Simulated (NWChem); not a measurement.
System: C4H8O; SMILES C[C@H]1CCO1

NWChem input:

```
start job
memory heap 200 mb stack 900 mb global 1100 mb
geometry units angstroms noautosym nocenter noautoz
  C     -0.030416    -1.819251    -0.257915
  C      0.001168    -0.475885     0.444276
  C      1.081441     0.551886     0.033227
  C     -0.116349     1.474585    -0.262260
  O     -1.058768     0.410132    -0.007333
  H     -0.970687    -2.340203    -0.044499
  H      0.051223    -1.690542    -1.342973
  H      0.797556    -2.452460     0.084717
  H     -0.061676    -0.616584     1.534065
  H      1.769126     0.878401     0.817659
  H      1.654772     0.257949    -0.851123
  H     -0.202892     1.862286    -1.284921
  H     -0.240145     2.307423     0.443945
end
basis spherical
  * library 6-31g*
end
dft
  xc b3lyp
  iterations 150
end
cosmo
  do_cosmo_smd true
  solvent toluene
end
task dft energy
```

All runs use the structure optimised with B3LYP/6-31G* (spherical d). Solvent: toluene.

Level: B3LYP/6-31G* with SMD (1 M gas to 1 M solution), gas-phase geometry.

**Question.** What results follow from this input? (B3LYP/6-31G* (spherical d), SMD on the gas-phase geometry.) Quantities: solvation free energy (kcal/mol); cavity-dispersion-structure term (kcal/mol); dipole in solution (D).

**Answer.** 
| Item | Result |
|---|---|
| solvation free energy (kcal/mol) | -3.8 |
| cavity-dispersion-structure term (kcal/mol) | -2.3 |
| dipole in solution (D) | 2.05 |
